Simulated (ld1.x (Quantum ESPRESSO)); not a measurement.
## Scattering properties, PAW potential for rubidium (Rb)

ld1.x (Quantum ESPRESSO) 7.5 input, shortened:

```
&input
   title='Rb', zed=37., rel=2, dft='PZ', iswitch=3,
   config='[Kr] 4d-2 5s1 5p0', rel_dist='average'
 /
 &inputp
   pseudotype=3, lpaw=.true., tm=.true., lloc=-1, rcloc=2.20,
   nlcc=.true., new_core_ps=.true., rcore=1.80,
   which_augfun='BESSEL', rmatch_augfun=2.20
 /
6
4S  1  0   2.00   0.00  2.10  2.30  0.0
5S  2  0   1.00   0.00  2.10  2.30  0.0
4P  2  1   6.00   0.00  2.70  3.05  0.0
5P  3  1   0.00   0.00  2.70  3.05  0.0
4D  3  2  -2.00   0.05  3.30  3.45  0.0
4D  3  2  -2.00   1.30  3.30  3.45  0.0
 &test
   configts(1)='4s2 4p6 5s1 5p0'
 /
```

Open shells are filled in proportion to 2j + 1 (rel_dist='average').

The phase is arctan(r·u′/u) with u = r·R(r), unwrapped; energies in Ry, scanned from -4 to 5 Ry. A pole is an energy at which the radial function vanishes at the test radius. The pseudo phase is shifted by a multiple of π to meet the all-electron one at the reference energy, and phase errors are pseudo minus all-electron; the curves can meet again beyond the range given. Levels narrower than the energy grid can be missing from the lists of poles.

```json
{"channel": "s", "radius (bohr)": "3.75", "reference energy (Ry)": "-0.17", "poles, all-electron": "-2.33, 1.18", "poles, pseudo": "-2.33, 1.19", "unbroken range about the reference energy with phases within 0.05 rad": "below 2.9", "phase error 1 Ry above the reference energy (rad)": "+0.000"}
{"channel": "p1/2", "radius (bohr)": "3.75", "reference energy (Ry)": "-0.06", "poles, all-electron": "-1.18, 1.87", "poles, pseudo": "-1.18, -0.56, 1.07", "unbroken range about the reference energy with phases within 0.05 rad": "-0.4 to 0.2", "phase error 1 Ry above the reference energy (rad)": "-0.232"}
{"channel": "p3/2", "radius (bohr)": "3.75", "reference energy (Ry)": "-0.06", "poles, all-electron": "-1.10, 1.93", "poles, pseudo": "-1.10, -0.72, 1.22", "unbroken range about the reference energy with phases within 0.05 rad": "-0.6 to 0.2", "phase error 1 Ry above the reference energy (rad)": "-0.194"}
{"channel": "d3/2", "radius (bohr)": "3.75", "reference energy (Ry)": "0.05", "poles, all-electron": "0.55, 3.37", "poles, pseudo": "0.68, 1.24, 1.81", "unbroken range about the reference energy with phases within 0.05 rad": "below 0.4", "phase error 1 Ry above the reference energy (rad)": "+0.126"}
{"channel": "d5/2", "radius (bohr)": "3.75", "reference energy (Ry)": "0.05", "poles, all-electron": "0.56, 3.38", "poles, pseudo": "0.70, 1.15, 1.94", "unbroken range about the reference energy with phases within 0.05 rad": "below 0.4", "phase error 1 Ry above the reference energy (rad)": "+0.192"}
```

The ghost test of this file was not conclusive.

Phases in the p3/2 channel:

```
E (Ry)  all-electron  pseudo
 -4.00         1.431   4.574
 -3.52         1.421   4.564
 -3.04         1.408   4.551
 -2.56         1.390   4.535
 -2.08         1.363   4.510
 -1.60         1.307   4.459
 -1.12        -1.524   1.622
 -0.64        -1.839  -1.933
 -0.16        -2.014  -2.015
  0.32        -2.692  -2.820
  0.80        -4.228  -4.457
  1.28        -4.567  -4.735
  1.76        -4.684  -4.892
  2.24        -4.757  -5.151
  2.72        -4.827  -6.271
  3.20        -4.932  -7.387
  3.68        -5.239  -7.622
  4.16        -6.968  -7.713
  4.64        -7.591  -7.763
```
